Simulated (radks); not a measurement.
Values are calculated unless marked as measured or tabulated.
Ionisation of neutral boron, [He] 2s2 2p1, to [He] 2s2 as the strength of local exchange is varied. Code: a radial shooting solver on a logarithmic mesh with Libxc functionals. Model: Dirac Kohn-Sham, Slater X-alpha exchange (alpha = 2/3 is LDA exchange), no correlation, spin-unpolarised, spherical densities, finite nucleus; open shells are shared between the two j in proportion to 2j + 1; Fermi nuclear charge, rms radius 2.406 fm.

| alpha | E(B) (hartree) | exchange (hartree) | IE (eV) | -e of the level emptied (eV) | <r> of it (bohr) |
|---|---|---|---|---|---|
| 0.626 | -23.86235 | -2.99958 | 6.850 | 2.456 (2p3/2) | 2.449 |
| 0.667 | -24.05939 | -3.21517 | 7.196 | 2.722 (2p3/2) | 2.389 |
| 0.821 | -24.80998 | -4.04533 | 8.570 | 3.814 (2p3/2) | 2.200 |
| 0.826 | -24.83462 | -4.07282 | 8.617 | 3.852 (2p3/2) | 2.195 |
| 0.883 | -25.11680 | -4.38862 | 9.155 | 4.294 (2p3/2) | 2.136 |
| 0.997 | -25.68787 | -5.03338 | 10.275 | 5.233 (2p3/2) | 2.032 |

NIST Atomic Spectra Database: 8.298 eV (measured). The Delta-SCF value meets it near alpha = 0.79. Spin polarisation and multiplet splitting are left out, so open shells lie too high by an amount that depends on their filling.

Beside tabulated values, note that spin-unpolarised runs miss the spin-polarisation part of the exchange energy of open shells.
